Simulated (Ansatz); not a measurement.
One change: `[OH][Mg][Br]` becomes `[OH][Cd][Br]`.

Ansatz, PBE0-D4/def2-TZVP geometries, multiplicity 1. Each molecule was computed in one conformer, which needn't be the lowest.

Elements past krypton have def2 core potentials. Scalar relativity is left out up to krypton.

```tsv
property	`[OH][Mg][Br]`
HOMO energy (B3LYP/def2-TZVPP) / eV	-7.95
LUMO energy (ωB97M-V/def2-TZVPP) / eV	-0.10
HOMO–LUMO gap (PBE0/def2-TZVPP) / eV	6.77
HOMO energy (PBE0/def2-TZVPP) / eV	-8.21
size of the dipole moment (B3LYP/def2-TZVPP) / D	1.92
HOMO energy (PBE/def2-TZVPP) / eV	-6.69
```

Task: What does the change do to each property? (Estimate.)

Result: The calculation gave: 
```json
{"property": "HOMO energy (B3LYP/def2-TZVPP) / eV", "`[OH][Cd][Br]`": "-7.91", "shift": "0.04"}
{"property": "LUMO energy (ωB97M-V/def2-TZVPP) / eV", "`[OH][Cd][Br]`": "-0.11", "shift": "-0.01"}
{"property": "HOMO–LUMO gap (PBE0/def2-TZVPP) / eV", "`[OH][Cd][Br]`": "6.29", "shift": "-0.48"}
{"property": "HOMO energy (PBE0/def2-TZVPP) / eV", "`[OH][Cd][Br]`": "-8.16", "shift": "0.05"}
{"property": "size of the dipole moment (B3LYP/def2-TZVPP) / D", "`[OH][Cd][Br]`": "1.58", "shift": "-0.34"}
{"property": "HOMO energy (PBE/def2-TZVPP) / eV", "`[OH][Cd][Br]`": "-6.69", "shift": "0.00"}
```

With PBE0 the HOMO rises by 0.05 eV and the LUMO falls by 0.43 eV, so the gap narrows by about 0.48 eV. PBE moves the HOMO by 0.00 eV and ωB97M-V by 0.01 eV. Dipoles are sizes alone; their direction can turn.

B3LYP here is the variant with VWN-RPA as its local correlation; programs differ in this.

Spin–orbit coupling is left out; it splits and shifts lone-pair levels of the heavy atoms by tenths of an eV.
